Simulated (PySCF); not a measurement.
H₄InN, SMILES [NH2][InH2].

The structure is a stationary point at PBE0-D3(BJ)/def2-TZVP. The def2 effective core potentials stand for the cores of In; spin–orbit coupling is left out.

Level of theory: PySCF with HF/def2-TZVPD.

Gas-phase values at a fixed geometry.

- total energy = -245.99261 hartree
- point group = C2v
- highest occupied level = -10.21 eV
- lowest empty level = 1.04 eV
- orbital gap = 11.24 eV
- dipole moment = 0.04 D
- quadrupole, principal values (traceless, Buckingham form, about the centre of nuclear charge) = -2.79, -0.20, 2.99 D·Å
- mean static polarisability = 44.9 bohr³ (6.65 Å³)
- polarisability, principal values = 37.9, 47.0, 49.8 bohr³
